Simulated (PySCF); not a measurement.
Al(H)2(PH2) (AlH4P), SMILES [AlH2][PH2].

The structure is a stationary point at PBE-D3(BJ)/def2-TZVP.

Calculation: r2SCAN/def2-TZVPD (PySCF).

```
Property                                                                                                        Value
---------------------------------------------------------------------------------------------  ----------------------
total energy                                                                                       -586.13130 hartree
point group                                                                                                        Cs
highest occupied level                                                                                       -6.49 eV
lowest empty level                                                                                           -2.12 eV
orbital gap                                                                                                   4.36 eV
dipole moment                                                                                                  0.65 D
quadrupole, principal values (traceless, Buckingham form, about the centre of nuclear charge)  -4.57, -1.16, 5.73 D·Å
mean static polarisability                                                                       62.2 bohr³ (9.22 Å³)
polarisability, principal values                                                               51.5, 57.1, 78.1 bohr³
```
